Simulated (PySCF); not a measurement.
B3LYP has the VWN-RPA correlation part, as in Gaussian. 

```xyz
5

Br     2.0657    -0.3610    -0.5668
Si    -0.0007     0.0015     0.1377
Br    -1.3360    -1.6154    -0.5695
Br    -0.7214     1.9576    -0.6051
H     -0.0077     0.0173     1.6037
```

Charge 0, multiplicity 1.

Q: Give the Mulliken and meta-Löwdin atomic charges from B3LYP-D3(BJ)/def2-TZVP in PySCF.

A: 
```csv
atom,Mulliken (e),meta-Löwdin (e)
Br1,-0.16,-0.22
Si2,0.49,0.75
Br3,-0.16,-0.22
Br4,-0.16,-0.22
H5,0.00,-0.08
```
